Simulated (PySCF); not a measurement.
F$_{5}$V, triplet, at a GFN2-xTB geometry (such geometries of metal compounds can be far from the true shape) (the multiplicity is a formal guess); DF-BHANDHLYP/STO-3G in PySCF.

PySCF was given this input:
```python
from pyscf import gto, scf, dft

mol = gto.M(
    atom='''
V    -0.062885    0.023802    0.081813
F     1.209723   -0.743008    1.279153
F    -1.331884    0.789246   -1.120222
F     0.340421    1.489563    0.590642
F     0.982342   -0.371818   -1.278020
F    -1.039897   -1.224811    0.319369
''',
    basis='sto-3g',
    charge=0,
    spin=2,
    verbose=4,
)

mf = dft.UKS(mol)
mf.xc = 'bhandhlyp'
mf = mf.density_fit(auxbasis='def2-universal-jkfit')
mf.kernel()
```

Write the output that PySCF gives for this input, abridged.


```
PySCF version 2.14.0

[INPUT] verbose = 4
[INPUT] num. atoms = 6
[INPUT] num. electrons = 68
[INPUT] charge = 0
[INPUT] spin (= nelec alpha-beta = 2S) = 2
[INPUT] symmetry False subgroup None
[INPUT] Mole.unit = angstrom
[INPUT] Symbol           X                Y                Z      unit          X                Y                Z       unit  Magmom
[INPUT]  1 V     -0.062885000000   0.023802000000   0.081813000000 AA   -0.118835427343   0.044979261217   0.154604163429 Bohr   0.0
[INPUT]  2 F      1.209723000000  -0.743008000000   1.279153000000 AA    2.286045156587  -1.404081628361   2.417248841416 Bohr   0.0
[INPUT]  3 F     -1.331884000000   0.789246000000  -1.120222000000 AA   -2.516895989690   1.491458784908  -2.116912778713 Bohr   0.0
[INPUT]  4 F      0.340421000000   1.489563000000   0.590642000000 AA    0.643302457051   2.814866115286   1.116151617665 Bohr   0.0
[INPUT]  5 F      0.982342000000  -0.371818000000  -1.278020000000 AA    1.856357340657  -0.702634188184  -2.415107781717 Bohr   0.0
[INPUT]  6 F     -1.039897000000  -1.224811000000   0.319369000000 AA   -1.965120527757  -2.314557344355   0.603519942676 Bohr   0.0

nuclear repulsion = 472.361089291753
number of shells = 23
number of NR pGTOs = 129
number of NR cGTOs = 43
basis = sto-3g
ecp = {}

******** <class 'pyscf.df.df_jk.DFUKS'> ********
method = DFUKS
initial guess = minao
damping factor = 0
level_shift factor = 0
DIIS = <class 'pyscf.scf.diis.CDIIS'>
diis_start_cycle = 1
diis_space = 8
diis_damp = 0
SCF conv_tol = 1e-09
SCF conv_tol_grad = None
SCF max_cycles = 50
direct_scf = False
number electrons alpha = 35  beta = 33
XC library pyscf.dft.libxc version 7.1.2
    S. Lehtola, C. Steigemann, M. J. T. Oliveira, and M. A. L. Marques,  SoftwareX 7, 1–5 (2018)
XC functionals = bhandhlyp
    A. D. Becke,  J. Chem. Phys. 98, 1372 (1993)
    Defined through Gaussian implementation.
radial grids:
    Treutler-Ahlrichs [JCP 102, 346 (1995); DOI:10.1063/1.469408] (M4) radial grids

becke partition: Becke, JCP 88, 2547 (1988); DOI:10.1063/1.454033
pruning grids: <function nwchem_prune>
grids dens level: 3
symmetrized grids: False
atomic radii adjust function: <function treutler_atomic_radii_adjust>
small_rho_cutoff = 0
Set gradient conv threshold to 3.16228e-05
tot grids = 92216
******** <class 'pyscf.df.df.DF'> ********
auxbasis = def2-universal-jkfit
init E= -1424.90756260683

cycle= 1 E= -1425.92407114792  delta_E= -1.02  |g|= 0.566  |ddm|= 2.53
cycle= 2 E= -1424.96155404498  delta_E= 0.963  |g|= 1.68  |ddm|= 1.85
cycle= 3 E= -1426.15028276138  delta_E= -1.19  |g|= 0.132  |ddm|= 1.15
cycle= 4 E= -1426.15952118318  delta_E= -0.00924  |g|= 0.0434  |ddm|= 0.165
cycle= 5 E= -1426.1610685981  delta_E= -0.00155  |g|= 0.00625  |ddm|= 0.0664
cycle= 6 E= -1426.16116702078  delta_E= -9.84e-05  |g|= 0.0037  |ddm|= 0.0226
cycle= 7 E= -1426.16115902531  delta_E= 8e-06  |g|= 0.00619  |ddm|= 0.0162
cycle= 8 E= -1426.16118915276  delta_E= -3.01e-05  |g|= 0.00125  |ddm|= 0.0127
cycle= 9 E= -1426.16119133595  delta_E= -2.18e-06  |g|= 0.000243  |ddm|= 0.00326
cycle= 10 E= -1426.16119148504  delta_E= -1.49e-07  |g|= 4.31e-05  |ddm|= 0.000996
cycle= 11 E= -1426.16119149031  delta_E= -5.27e-09  |g|= 1.37e-05  |ddm|= 0.000177
cycle= 12 E= -1426.16119149086  delta_E= -5.49e-10  |g|= 7.33e-06  |ddm|= 5.27e-05
Extra cycle  E= -1426.16119149101  delta_E= -1.5e-10  |g|= 7.82e-06  |ddm|= 2.93e-05
converged SCF energy = -1426.16119149101  <S^2> = 2.0083104  2S+1 = 3.0055351
```
